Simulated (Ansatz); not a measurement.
`[OH][GeH2][SH]` and `[NH2][GeH]([OH])[SH]` differ in one atom or group.

Ansatz, PBE0-D4/def2-TZVP geometries, multiplicity 1. Each molecule was computed in one conformer, which needn't be the lowest.

Scalar relativity is left out up to krypton.

| property | `[OH][GeH2][SH]` |
| --- | --- |
| size of the dipole moment (B3LYP/def2-TZVPP) / D | 0.29 |
| HOMO energy (B3LYP/def2-TZVPP) / eV | -7.35 |
| HOMO–LUMO gap (B3LYP/def2-TZVPP) / eV | 7.21 |
| HOMO energy (PBE/def2-TZVPP) / eV | -6.34 |
| size of the dipole moment (ωB97M-V/def2-TZVPP) / D | 0.30 |
| LUMO energy (B3LYP/def2-TZVPP) / eV | -0.14 |

Problem. What does the change do to each property? (Estimate.)

Solution. The calculation gave: 
```csv
property,`[NH2][GeH]([OH])[SH]`,shift
size of the dipole moment (B3LYP/def2-TZVPP) / D,1.16,0.87
HOMO energy (B3LYP/def2-TZVPP) / eV,-7.18,0.17
HOMO–LUMO gap (B3LYP/def2-TZVPP) / eV,7.13,-0.08
HOMO energy (PBE/def2-TZVPP) / eV,-6.10,0.24
size of the dipole moment (ωB97M-V/def2-TZVPP) / D,1.19,0.89
LUMO energy (B3LYP/def2-TZVPP) / eV,-0.05,0.09
```

With PBE0 the HOMO rises by 0.18 eV and the LUMO rises by 0.06 eV, so the gap narrows by about 0.12 eV. PBE moves the HOMO by 0.24 eV and ωB97M-V by 0.15 eV. The zero-point energy changes by 47.0 kJ/mol with +6 modes. Dipoles are sizes alone; their direction can turn.

B3LYP here is the variant with VWN-RPA as its local correlation; programs differ in this.
